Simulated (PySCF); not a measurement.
hydroxymethyl(methoxy)borinic acid (C₂H₇BO₃), SMILES COB(O)CO. Atoms are numbered in the order given.

```xyz
13

C      2.4757    -0.1248    -0.2481
O      1.2696     0.6080    -0.1377
B      0.0639     0.0121     0.0293
O     -0.0803    -1.3405     0.0691
C     -1.2466     0.8983     0.2074
O     -2.4197     0.0609     0.1678
H      2.3012    -1.2111    -0.2148
H      3.1504     0.1556     0.5773
H      2.9711     0.1311    -1.1989
H     -1.0260    -1.5186     0.2177
H     -1.2317     1.3850     1.1992
H     -1.3052     1.7245    -0.5250
H     -2.7115     0.0051    -0.7507
```

The structure is a stationary point at B3LYP-D3(BJ)/def2-SVP. The values are those of a single conformer.

Calculation: PBE/def2-TZVP in PySCF.

Gas-phase values at a fixed geometry.

Question: Estimate the frontier levels, gap, dipole moment and polarisability. (An estimate is asked for; the answer gives what the named calculation found.)

Answer: 
* **highest occupied level**: -6.18 eV
* **lowest empty level**: -0.34 eV
* **orbital gap**: 5.83 eV
* **dipole moment**: 0.243 e·Å
* **quadrupole, principal values (traceless, Buckingham form, about the centre of nuclear charge)**: -4.17, -3.57, 7.74 D·Å
* **mean static polarisability**: 52.3 bohr³ (7.75 Å³)
* **polarisability, principal values**: 42.9, 50.5, 63.5 bohr³
